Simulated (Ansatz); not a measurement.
Reaction (silylene formation by 1,1-elimination): `F[SiH2][SiH](F)F` → `F[Si]F` + `F[SiH3]`

Computed with Ansatz on PBE0-D4/def2-TZVP structures; ΔE is electronic, products minus reactants. CBS: MP2 limit from def2 TZ/QZ plus the TZ coupled-cluster correction, frozen cores. This one scheme is used for every species. DFT in def2-TZVPP. Each species was taken in one conformer, which may not be the lowest.

```json
{"level": "LDA (SPW92)", "ΔE (kJ/mol)": "138.0", "difference from CCSD(T)/CBS": "21.3"}
{"level": "B97M-V", "ΔE (kJ/mol)": "119.8", "difference from CCSD(T)/CBS": "3.1"}
{"level": "PBE0-D4", "ΔE (kJ/mol)": "132.6", "difference from CCSD(T)/CBS": "15.9"}
{"level": "ωB97M-V", "ΔE (kJ/mol)": "100.7", "difference from CCSD(T)/CBS": "-16.0"}
{"level": "PBE-QIDH", "ΔE (kJ/mol)": "132.8", "difference from CCSD(T)/CBS": "16.1"}
{"level": "PBE", "ΔE (kJ/mol)": "113.3", "difference from CCSD(T)/CBS": "-3.4"}
{"level": "revPBE", "ΔE (kJ/mol)": "101.8", "difference from CCSD(T)/CBS": "-14.9"}
{"level": "BLYP", "ΔE (kJ/mol)": "83.4", "difference from CCSD(T)/CBS": "-33.3"}
{"level": "r2SCAN", "ΔE (kJ/mol)": "133.2", "difference from CCSD(T)/CBS": "16.5"}
{"level": "PBE0", "ΔE (kJ/mol)": "126.0", "difference from CCSD(T)/CBS": "9.3"}
{"level": "CAM-B3LYP", "ΔE (kJ/mol)": "107.9", "difference from CCSD(T)/CBS": "-8.8"}
{"level": "LC-ωPBE", "ΔE (kJ/mol)": "132.3", "difference from CCSD(T)/CBS": "15.6"}
{"level": "HF/def2-SVP", "ΔE (kJ/mol)": "107.9", "difference from CCSD(T)/CBS": "-8.8"}
{"level": "CCSD/def2-SVP", "ΔE (kJ/mol)": "96.7", "difference from CCSD(T)/CBS": "-20.0"}
{"level": "SCS-MP2/def2-QZVPP", "ΔE (kJ/mol)": "115.2", "difference from CCSD(T)/CBS": "-1.5"}
{"level": "CCSD/CBS(def2)", "ΔE (kJ/mol)": "116.4", "difference from CCSD(T)/CBS": "-0.3"}
{"level": "CCSD(T)/CBS", "ΔE (kJ/mol)": "116.7", "difference from CCSD(T)/CBS": "0"}
```

Question: What do rigid-rotor, harmonic-oscillator terms from PBE0-D4/def2-TZVP frequencies (298.15 K, 1 bar) make of the CCSD(T)/CBS value? (Estimate.)

Answer: Computed: ΔZPE = -8.1 kJ/mol, ΔH = +110.1 kJ/mol, ΔS = 140 J/(mol·K), ΔG = +68.2 kJ/mol. Modes under 50 cm⁻¹ make the entropy rough.

Largest T1 diagnostic among the species: 0.015.

At CCSD(T), def2-SVP lies −20.1 kJ/mol from the extrapolated value and def2-TZVPP −5.9 kJ/mol. From r2SCAN to r2SCAN0 (25 % exact exchange), in def2-TZVPP and without D4, ΔE moves by +3.7 kJ/mol.
